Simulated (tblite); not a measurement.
A geometry optimisation, step by step.

Species: C2H8BNSi2.
Numbering: `[BH2:1][N:2]([SiH3:3])[SiH2:4][C:5]#[CH:6]` (hydrogens: H7, H8 on B1; H9, H10, H11 on Si3; H12, H13 on Si4; H14 on C6)

Computed with GFN2-xTB (tblite), gas phase: L-BFGS steps from a force-field or distance-geometry start until the largest atomic force falls under 0.01 eV/Å. 9 of its 142 geometries are shown.

Step 0: E = -433.6373 eV, largest atomic force 1.994 eV/Å
```
atom  x, y, z in Å  |  force x, y, z in eV/Å
B1     -1.931   -0.717    0.533    1.274   0.570   0.254
N2     -0.542   -0.117    0.463   -1.438  -0.331  -1.341
Si3    -0.676    1.568   -0.098   -0.140  -0.086   0.382
Si4     0.396   -1.042   -0.756   -1.035  -0.514   0.805
C5      2.138   -0.536   -0.709    0.728   0.387   0.089
C6      3.288   -0.190   -0.698    0.544   0.160   0.025
H7     -2.351   -1.133    1.553    0.254   0.111  -0.135
H8     -2.620   -0.757   -0.426    0.170  -0.003   0.130
H9      0.656    2.176   -0.197   -0.068  -0.234   0.049
H10    -1.493    2.347    0.859    0.121  -0.279  -0.119
H11    -1.336    1.606   -1.424    0.084   0.145   0.169
H12     0.326   -2.488   -0.431   -0.032   0.263   0.057
H13    -0.165   -0.830   -2.083    0.026  -0.022  -0.349
H14     4.311    0.113   -0.679   -0.489  -0.166  -0.018
```

Step 18: E = -434.1061 eV, largest atomic force 0.216 eV/Å
```
atom  x, y, z in Å  |  force x, y, z in eV/Å
B1     -1.936   -0.691    0.490   -0.098  -0.022  -0.028
N2     -0.749   -0.085   -0.028    0.005  -0.054  -0.010
Si3    -0.730    1.641   -0.151    0.009  -0.054   0.054
Si4     0.381   -1.110   -0.851    0.008  -0.058   0.001
C5      2.101   -0.467   -0.629   -0.062  -0.046  -0.078
C6      3.262   -0.163   -0.651    0.119   0.012  -0.016
H7     -1.990   -0.985    1.624   -0.021  -0.007   0.030
H8     -2.848   -0.894   -0.226   -0.027  -0.022   0.034
H9      0.682    1.966   -0.064    0.138   0.161  -0.043
H10    -1.502    2.147    0.977   -0.076   0.108   0.125
H11    -1.350    2.108   -1.394   -0.005   0.052  -0.098
H12     0.265   -2.429   -0.229    0.025  -0.100  -0.007
H13     0.135   -1.149   -2.301   -0.041  -0.027  -0.038
H14     4.278    0.111   -0.659    0.026   0.057   0.073
```

Step 35: E = -434.1322 eV, largest atomic force 0.100 eV/Å
```
atom  x, y, z in Å  |  force x, y, z in eV/Å
B1     -1.925   -0.686    0.480    0.069   0.072  -0.007
N2     -0.739   -0.092   -0.070    0.039  -0.001  -0.019
Si3    -0.695    1.645   -0.136    0.010  -0.040   0.040
Si4     0.360   -1.153   -0.903    0.010   0.001   0.015
C5      2.083   -0.500   -0.712    0.063   0.059  -0.019
C6      3.227   -0.140   -0.618   -0.072  -0.030  -0.014
H7     -1.962   -0.912    1.631   -0.068   0.009   0.029
H8     -2.839   -0.932   -0.215   -0.004  -0.072   0.004
H9      0.709    2.047   -0.065   -0.019  -0.041  -0.030
H10    -1.458    2.143    1.013    0.001   0.009  -0.005
H11    -1.328    2.128   -1.375    0.022   0.014   0.008
H12     0.307   -2.471   -0.256   -0.035  -0.012   0.012
H13     0.031   -1.261   -2.334    0.013   0.023  -0.024
H14     4.227    0.181   -0.532   -0.030   0.008   0.010
```

Step 53: E = -434.4369 eV, largest atomic force 0.413 eV/Å
```
atom  x, y, z in Å  |  force x, y, z in eV/Å
B1     -1.959   -0.715    0.489    0.081  -0.026   0.176
N2     -0.789   -0.116   -0.042   -0.179  -0.064  -0.064
Si3    -0.561    1.627   -0.051    0.007  -0.243  -0.091
Si4     0.287   -1.135   -0.973    0.142  -0.057  -0.142
C5      2.026   -0.551   -0.786   -0.155   0.164   0.105
C6      3.096   -0.038   -0.612    0.406  -0.018   0.074
H7     -2.410   -0.266    1.479   -0.164   0.074  -0.207
H8     -2.437   -1.685   -0.005    0.254   0.217   0.184
H9      0.883    1.888   -0.133   -0.205   0.012   0.146
H10    -1.248    2.166    1.119    0.087   0.035  -0.001
H11    -1.200    2.075   -1.300   -0.005   0.121   0.048
H12     0.250   -2.478   -0.428   -0.075  -0.279   0.136
H13    -0.012   -1.097   -2.394   -0.162   0.039  -0.315
H14     4.073    0.325   -0.454   -0.031   0.025  -0.052
```

Step 70: E = -434.6073 eV, largest atomic force 0.048 eV/Å
```
atom  x, y, z in Å  |  force x, y, z in eV/Å
B1     -1.960   -0.722    0.517    0.002   0.010   0.030
N2     -0.826   -0.149   -0.083    0.026  -0.015   0.007
Si3    -0.571    1.593   -0.055   -0.026  -0.004   0.025
Si4     0.295   -1.146   -1.012    0.010   0.036  -0.030
C5      2.013   -0.500   -0.755   -0.007  -0.041   0.007
C6      3.125   -0.065   -0.620    0.011  -0.021   0.004
H7     -2.721   -0.043    1.095    0.004   0.028  -0.005
H8     -2.146   -1.878    0.447    0.022  -0.014  -0.016
H9      0.872    1.819   -0.055   -0.014   0.034   0.000
H10    -1.167    2.138    1.160   -0.033  -0.014   0.002
H11    -1.191    2.159   -1.257   -0.009   0.012  -0.017
H12     0.211   -2.528   -0.543    0.017   0.013   0.022
H13    -0.030   -1.001   -2.438   -0.020  -0.005  -0.029
H14     4.095    0.324   -0.492    0.017  -0.019  -0.001
```

Step 88: E = -434.6155 eV, largest atomic force 0.040 eV/Å
```
atom  x, y, z in Å  |  force x, y, z in eV/Å
B1     -1.941   -0.722    0.524   -0.019   0.009   0.033
N2     -0.816   -0.132   -0.080   -0.009  -0.004   0.010
Si3    -0.615    1.616   -0.057   -0.009  -0.011   0.006
Si4     0.308   -1.121   -1.012   -0.029   0.014  -0.017
C5      2.037   -0.507   -0.759    0.032   0.019   0.008
C6      3.171   -0.128   -0.632   -0.029  -0.013   0.002
H7     -2.713   -0.050    1.100    0.025  -0.023  -0.021
H8     -2.107   -1.881    0.453    0.009   0.004   0.001
H9      0.819    1.900   -0.029   -0.007  -0.008  -0.002
H10    -1.270    2.125    1.144    0.004   0.022  -0.001
H11    -1.232    2.164   -1.271    0.009  -0.001  -0.008
H12     0.230   -2.497   -0.523    0.008   0.005  -0.013
H13    -0.032   -0.979   -2.436    0.003  -0.009  -0.003
H14     4.160    0.212   -0.512    0.012  -0.005   0.005
```

Step 106: E = -434.6177 eV, largest atomic force 0.031 eV/Å
```
atom  x, y, z in Å  |  force x, y, z in eV/Å
B1     -1.924   -0.735    0.553   -0.003  -0.012  -0.005
N2     -0.826   -0.126   -0.079    0.016  -0.008  -0.001
Si3    -0.634    1.623   -0.070    0.006   0.002   0.027
Si4     0.300   -1.094   -1.032    0.000   0.003  -0.020
C5      2.032   -0.492   -0.771    0.007   0.004   0.010
C6      3.176   -0.154   -0.621   -0.002  -0.001   0.009
H7     -2.704   -0.077    1.131    0.005   0.010   0.011
H8     -2.060   -1.899    0.495   -0.001   0.006   0.008
H9      0.801    1.899   -0.020   -0.006   0.008  -0.001
H10    -1.305    2.159    1.111   -0.003  -0.008  -0.007
H11    -1.226    2.157   -1.300   -0.003  -0.001  -0.024
H12     0.246   -2.477   -0.558   -0.025  -0.005  -0.018
H13    -0.049   -0.936   -2.452    0.004  -0.005   0.015
H14     4.173    0.153   -0.480    0.005   0.007  -0.005
```

Step 123: E = -434.6332 eV, largest atomic force 0.061 eV/Å
```
atom  x, y, z in Å  |  force x, y, z in eV/Å
B1     -1.733   -0.769    0.765    0.048   0.000  -0.031
N2     -0.822   -0.122   -0.088   -0.046  -0.021   0.035
Si3    -0.717    1.631   -0.178    0.024   0.020  -0.006
Si4     0.250   -1.012   -1.167    0.034   0.025  -0.003
C5      1.999   -0.552   -0.757    0.015  -0.008   0.005
C6      3.138   -0.270   -0.495   -0.003  -0.007   0.006
H7     -2.422   -0.133    1.469   -0.002  -0.010  -0.009
H8     -1.805   -1.940    0.767    0.017   0.010  -0.001
H9      0.680    2.012    0.057   -0.033  -0.009   0.004
H10    -1.602    2.197    0.833    0.002   0.017  -0.012
H11    -1.131    2.019   -1.532   -0.003   0.012   0.017
H12     0.074   -2.446   -0.960   -0.024  -0.032   0.018
H13    -0.044   -0.593   -2.543   -0.009   0.003  -0.013
H14     4.135   -0.021   -0.262   -0.023   0.000  -0.009
```

Step 141: E = -434.6359 eV, largest atomic force 0.010 eV/Å
```
atom  x, y, z in Å  |  force x, y, z in eV/Å
B1     -1.643   -0.775    0.821    0.004  -0.002  -0.001
N2     -0.822   -0.107   -0.102    0.001   0.002  -0.001
Si3    -0.768    1.647   -0.210    0.002   0.000   0.003
Si4     0.237   -0.984   -1.206   -0.001   0.003   0.000
C5      1.993   -0.592   -0.758   -0.010   0.000   0.000
C6      3.131   -0.339   -0.461    0.004   0.002   0.001
H7     -2.330   -0.158    1.543   -0.001  -0.001   0.000
H8     -1.641   -1.947    0.863   -0.002  -0.001   0.002
H9      0.599    2.071    0.104   -0.001   0.003  -0.002
H10    -1.731    2.208    0.731    0.002  -0.004  -0.001
H11    -1.119    2.010   -1.587    0.002  -0.001   0.000
H12     0.003   -2.418   -1.060    0.000   0.000   0.003
H13    -0.035   -0.500   -2.566    0.000   0.001  -0.002
H14     4.127   -0.117   -0.202    0.001  -0.001   0.000
```

**Question.** Summarise the path.

**Answer.** The energy falls by 23.03 kcal/mol from step 0 to step 141; nine tenths of that is first reached at step 57. It rises by more than 0.2 meV at steps 44 and 118. The largest force goes from 1.994 to 0.010 eV/Å. Among the bonds B1–N2 changes most, from 1.515 to 1.404 Å; the atoms move by 0.734 Å rms after alignment.

The cost below is that of the whole relaxation. Time: 1.5 s. Hardware: one thread, Arm Neoverse N1 (aarch64), on a shared host.
